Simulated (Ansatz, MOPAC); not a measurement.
System: CH4Al, charge 0, multiplicity 2. SMILES: [CH3][AlH]
Structure (B3LYP-D3(BJ)/def2-TZVP (Ansatz, an electronic-structure program) minimum search):
```
C
H 1 1.0899
H 1 1.0956 2 108.34
H 1 1.0956 2 108.34 3 115.78
Al 1 1.9732 2 114.42 3 -122.11
H 5 1.6066 1 117.21 2 180.00
```
Charge 0, spin multiplicity 2.

Property: vertical electron affinity to the singlet, in eV. Set-up: no spin-orbit coupling; dispersion terms only where a functional's name holds one; six Cartesian d functions in 6-31G* and its kin unless marked 5d; non-relativistic; UHF or UKS for open shells; 6-311+G** with 5d, 6d on Na to Ar in Ansatz; valence correlation only; each state is the SCF solution reached for its charge and spin. Ab initio and DFT rows: single points at B3LYP-D3(BJ) geometries (Ansatz). Semi-empirical rows: differences of heats of formation at the shared geometry for vertical values. The spin state of an ion or metal species was assumed, not searched.

| level | program | vertical electron affinity to the singlet (eV) |
|---|---|---|
| PM3 | MOPAC | 2.05 |
| HF/6-311+G** | Ansatz | -0.44 |
| PBE/6-31G* | Ansatz | 0.06 |
| B3LYP/3-21G | Ansatz | 0.02 |
| B3LYP/6-31G* | Ansatz | 0.13 |
| MP2/6-31G* | Ansatz | -0.34 |
| B3LYP/def2-TZVPD | Ansatz | 0.56 |
| wB97M-V/def2-TZVPD | Ansatz | 0.57 |

No value to compare with is used here. The 6 habitual levels span -0.44 (HF/6-311+G**) to 2.05 eV (PM3); B3LYP/def2-TZVPD gives 0.56.

The levels are drawn from those run, B3LYP/6-31G* more often than the rest, none by its result; runs whose electronic state is in doubt are left out.
